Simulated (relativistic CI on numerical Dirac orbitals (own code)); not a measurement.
## Rh⁶⁺: resonant inelastic scattering at the L2,3 edge

Computed with this model: Dirac-Coulomb-Breit CI, orbitals from a KLI potential per configuration, model QED (radiative potential, 1s self-energy scaled to tabulated hydrogen-like ionisation energies), valence Slater integrals scaled by 0.8, Kramers-Heisenberg scattering through one core-hole configuration in a parametric crystal field; configurations [Kr] 4d3 → [He] 2s2 2p5 3s2 3p6 3d10 4s2 4p6 4d4; 300 K; core-hole width 0.96 eV; summed over polarisations. Incident energies are the highest absorption maxima for each field (at most a few, so the weaker spin-orbit partner edge can be absent), on the computed scale of the free ion. Intensities are in per cent of the strongest line above 0.02 eV; levels within 1 cm⁻¹ are merged; final levels count from the ground level, the first row holds all elastic scattering, lines under 0.4 are left out and each table stops after 24 rows. The scale of the Slater integrals is a model choice and moves the terms in proportion.

Field parameters in Wybourne normalisation: D4h B²₀ = −7Ds, B⁴₀ = 21(Dq − Dt), B⁴₄ = 21√(5/14) Dq; Oh B⁴₀ = 21Dq, B⁴₄ = √(5/14) B⁴₀. The field is a parameter set, without covalency, and values of 10Dq over about 45,000 cm⁻¹ lie beyond real compounds.

S is read from ⟨S²⟩ = S(S + 1).

D4h, 10Dq = 56400, Ds = 1130, Dt = -560 cm⁻¹:

```csv
Final level (eV),Degeneracy,Irrep,S,3019.9 eV,3021.4 eV,3022 eV
0.000,2,Γ6,1.50,657.1,466.8,475.2
0.000,2,Γ7,1.49,11.2,9.9,3.4
1.801,2,Γ7,0.51,1.7,3.3,3.7
1.976,2,Γ6,0.51,2.0,1.7,6.1
2.187,2,Γ7,0.50,0.8,2.8,9.2
2.201,2,Γ6,0.50,0.8,2.2,6.7
2.261,2,Γ6,0.50,1.4,1.7,2.5
3.582,2,Γ7,0.51,0.9,0.4,1.6
3.841,2,Γ6,0.51,1.0,0.4,0.7
4.039,2,Γ7,0.51,1.2,0.5,1.0
7.003,2,Γ7,1.50,60.8,17.6,5.3
7.017,2,Γ6,1.50,67.9,26.3,13.4
7.539,2,Γ7,1.49,100.0,7.8,12.4
7.578,2,Γ7,1.49,86.8,11.1,13.6
7.607,2,Γ6,1.49,82.8,7.3,15.8
7.672,2,Γ6,1.49,65.9,9.5,6.5
```

Oh, 10Dq = 52950 cm⁻¹:

```csv
Final level (eV),Degeneracy,Irrep,S,3014.9 eV,3019.4 eV,3020.9 eV
0.000,4,Γ8,1.50,353.4,369.5,260.3
2.164,4,Γ8,0.51,12.4,0.8,2.8
2.215,4,Γ8,0.50,6.4,1.8,1.6
2.277,2,Γ6,0.50,6.0,1.2,0.5
3.570,4,Γ8,0.51,12.6,1.2,0.6
3.585,2,Γ7,0.51,11.5,0.9,0.4
6.494,2,Γ7,1.50,1.2,41.2,1.6
6.548,4,Γ8,1.49,2.2,100.0,15.1
6.627,4,Γ8,1.49,2.1,69.4,6.5
6.649,2,Γ6,1.50,0.9,32.9,6.4
7.714,2,Γ6,1.45,0.6,40.8,3.2
7.792,4,Γ8,1.49,0.9,38.1,7.1
7.842,2,Γ7,1.49,0.1,15.5,2.7
7.855,4,Γ8,1.49,0.3,27.0,6.0
```

For the first field the strongest loss at the lowest incident energy is the level at 7.54 eV (S = 1.49, against 1.50 in the thermal ground state). Levels of other spin, the first over 8 % at 2.19 eV, appear because spin-orbit coupling of the core hole, and in heavier ions of the valence shell too, mixes spins.
